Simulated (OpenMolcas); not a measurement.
O I: effect of the active space

```json
{
  "Program": "OpenMolcas",
  "Method": "CASSCF",
  "Basis": "ANO-L-VTZP",
  "Scalar Hamiltonian": "non-relativistic, point nucleus",
  "Spin-orbit coupling": "state interaction with AMFI integrals over the reference wave functions, term energies averaged over their components"
}
```

A. 4 electrons in 3 orbitals (2p); 2S+1 = 3 even, 3 roots; 2S+1 = 1 even, 6 roots; cost about 2.7 core-seconds
B. 6 electrons in 4 orbitals (2s 2p); 2S+1 = 3 even, 3 roots; 2S+1 = 1 even, 6 roots; cost of the order of 7 core-seconds

Energies in cm⁻¹ above 2s² 2p⁴ ³P₂, the measured ground level; measured values from NIST Handbook of Basic Atomic Spectroscopic Data.

| Level | A | B | Measured |
| --- | --- | --- | --- |
| 2s² 2p⁴ ³P₂ | 0.0 | 0.0 | 0.0 |
| 2s² 2p⁴ ³P₁ | 149 | 149 | 158 |
| 2s² 2p⁴ ³P₀ | 222 | 222 | 227 |
| 2s² 2p⁴ ¹D₂ | 17712 | 17708 | 15868 |
| 2s² 2p⁴ ¹S₀ | 43904 | 31986 | 33793 |

Deviations, from unrounded energies. A percentage is the sum of absolute deviations over the sum of measured energies, with the sign that they share, or ± where signs differ.

```tsv
Against measurement	Levels	A	B
mean absolute deviation (cm-1)	4	3000	920
fine structure of the ground term (%)	2	-3.8	-3.8
other terms of the ground configuration (%)	2	+24.1	±7.3
```

B lies closest to measurement on these levels. The largest miss of B in the table is 2s² 2p⁴ ¹D₂, by +1800 cm-1. The ranking rests on the paired levels alone, and a cruder setting can come out closer through cancelling errors.

Between A and B the level of the table that moves most is 2s² 2p⁴ ¹S₀, by 12000 cm-1 (lowest in B, highest in A).

Without dynamic correlation excited terms often stand tens of per cent too high (terms of higher spin than the ground term too low), and those without a measured partner can miss by more than the paired ones. With the s shell closed, the reference lacks s² → p² mixing (holds for A). Computed and measured levels are paired by configuration, term and J; levels that our copy of the source lacks, or whose pairing is in doubt (as where it misses far off the trend of its configuration), stay unpaired and out of the deviations. Only configurations of the active space appear.
